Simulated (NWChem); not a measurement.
Molecule: CH$_{6}$F$_{2}$Si$_{2}$; SMILES F[SiH2]C[SiH2]F

```xyz
11

Si     0.3947     1.6007     0.0032
F     -0.6625     2.8383    -0.0001
C     -0.5618     0.0000     0.0003
Si     0.3947    -1.6006    -0.0024
F     -0.6624    -2.8383    -0.0016
H      1.2308     1.7259     1.2296
H      1.2379     1.7252    -1.2184
H     -1.2180     0.0016    -0.8886
H     -1.2209    -0.0016     0.8870
H      1.2367    -1.7267     1.2199
H      1.2320    -1.7242    -1.2282
```
Atoms are numbered in this order, from 1.

All runs: NWChem. Pople sets run with spherical d functions. STO-3G and 3-21G are far too small for this property and stand as cheap habits. Structure relaxed at the PBE0/def2-SVP level. Field at 589 nm.

```tsv
level	isotropic polarisability (bohr³)	anisotropy (bohr³)	relative time
B3LYP/STO-3G	28.6	8.4	1
B3LYP/6-31G*	51.3	9.6	5
B3LYP/def2-SVP	54.7	7.6	5
```

Relative times are rough (shared machine, one core).
